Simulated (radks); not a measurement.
Question: All-electron atom: Tc9+ in [Ne] 3s2 3p5 3d10 4s2 4p5 (not the ground configuration). All-electron calculation, scalar-relativistic Kohn-Sham, PBE, spin-polarised, spherical densities, finite nucleus; open shells are filled with parallel spins first (spin-orbit coupling, left out, can overturn this in heavy ions); Fermi nuclear charge, rms radius 4.4112 fm. Program: a radial shooting solver on a logarithmic mesh with Libxc functionals. Some entries of the table are withheld. Estimate them.

| orbital | occ. | eigenvalue (eV) | r(max) (bohr) | <r> (bohr) |
|---|---|---|---|---|
| 1s up | 1 | -21063.38 | 0.02228 | 0.03428 |
| 1s down | 1 | -21061.92 | 0.02228 | 0.03428 |
| 2s up | 1 | -3166.025 | 0.1261 | 0.1495 |
| 2s down | 1 | -3165.158 | 0.1261 | 0.1495 |
| 2p up | 3 | -2854.620 | 0.1008 | 0.1302 |
| 2p down | 3 | -2853.186 | 0.1008 | 0.1303 |
| 3s up | 1 | -695.9176 | 0.3704 | 0.4113 |
| 3s down | 1 | -693.1080 | 0.3705 | 0.4115 |
| 3p up | 3 | -593.2838 | 0.3632 | 0.4109 |
| 3p down | 2 | -590.4437 | 0.3633 | 0.4112 |
| 3d up | 5 | -427.9545 | 0.3080 | 0.3900 |
| 3d down | 5 | -425.4673 | 0.3078 | 0.3901 |
| 4s up | 1 | -220.8966 | (1) | 0.9671 |
| 4s down | 1 | -218.9183 | (2) | 0.9688 |
| 4p up | 3 | -189.1146 | 0.9505 | (3) |
| 4p down | 2 | -187.2073 | 0.9518 | (4) |

Answer: 
(1) 4s up r(max) (bohr): 0.9032
(2) 4s down r(max) (bohr): 0.9039
(3) 4p up <r> (bohr): 1.026
(4) 4p down <r> (bohr): 1.028
